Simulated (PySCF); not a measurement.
## Correlation energy of Ne⁺ (neon, charge +1)

[He] 2s2 2p5, 2P determinant. Calculation: PySCF 2.14, in aug-cc-pVDZ-DK (4s3p2d, 23 functions); scalar relativity by spin-free X2C-1e. Frozen: 1s2; 7 electrons correlated.

MP2 pair energies summed by pair of shells (mhartree):

| pair | energy | share (%) |
| --- | --- | --- |
| 2p-2p | -92.68 | 65.2 |
| 2s-2p | -42.06 | 29.6 |
| 2s-2s | -7.49 | 5.3 |

Total MP2 correlation energy: -142.24 mhartree.

Same-spin part -35.66 and opposite-spin part -106.58 mhartree; SCS-MP2 scales them by 1/3 and 6/5 to -139.78 mhartree.

| level | correlation energy (mhartree) |
| --- | --- |
| CCSD | -153.63 |
| (T) | -1.65 |
| CCSD(T) | -155.28 |

Diagnostics: T1 = 0.0053, D1 = 0.0085, largest double amplitude 0.031.

Cost of the coupled-cluster step: 0.16 s of wall time on 1 thread of Neoverse-V2 (shared host), for 7 correlated electrons.
